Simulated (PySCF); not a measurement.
# [Tb(H2O)]3+ at several levels of theory

Computed with PySCF 2.14.0 (density fitting, no spin-orbit coupling) at the geometry relaxed with PBE0:

```xyz
4
[Tb(H2O)]3+ (singlet in the valence; each metal's 4f electrons, 8 of them, lie in its core potential, out of spins and levels)
Tb    0.0000    0.0000   -0.0710
O     0.0000    0.0000    2.1142
H     0.7799    0.0000    2.7441
H    -0.7799    0.0000    2.7441
```

```csv
level,basis,state,HOMO (eV),gap (eV),charge on Tb1 (e),population of f-type functions on Tb1 (polarisation alone where 4f lies in the core),dipole about the centre of mass (D),largest force component (eV/Å)
PBE0,"Tb lcecp-1-SVP with ECP54, O def2-SVP, H def2-SVP",singlet,-28.17,7.51,2.55,0.02,3.19,0.00
BLYP,the same,singlet,-26.44,4.67,2.49,0.02,3.58,0.49
PBE0,"Tb lcecp-1-TZVP with ECP54, O def2-TZVP, H def2-TZVP",singlet,-28.15,7.51,2.63,0.03,3.25,0.30
```

In the lcecp rows the 4f levels are missing from HOMO and gap, and the state counts the valence alone.

Charges are Mulliken's, which hang on the basis. The relaxation used the grid (50, 194), these runs (75, 302) or, all-electron (x2c bases, spin-free X2C Hamiltonian), (99, 590).

Problem. What does r2SCAN with Tb lcecp-1-SVP with ECP54, O def2-SVP, H def2-SVP give here?

Solution. state singlet, HOMO (eV) -26.79, gap (eV) 5.80, charge on Tb1 (e) 2.55, population of f-type functions on Tb1 (polarisation alone where 4f lies in the core) 0.02, dipole about the centre of mass (D) 3.25, largest force component (eV/Å) 0.15. Time: 2.1 s on 2 threads of Intel(R) Xeon(R) Platinum 8488C (Sapphire Rapids), on a shared host, from an already converged density.

In the first row's basis the gap widens with exact exchange: 4.7 to 5.8 eV for BLYP, r2SCAN (none); 7.5 eV for PBE0 (a fixed share).

An lcecp potential fixes the number of 4f electrons, so in runs with it no electron can move into or out of that shell.
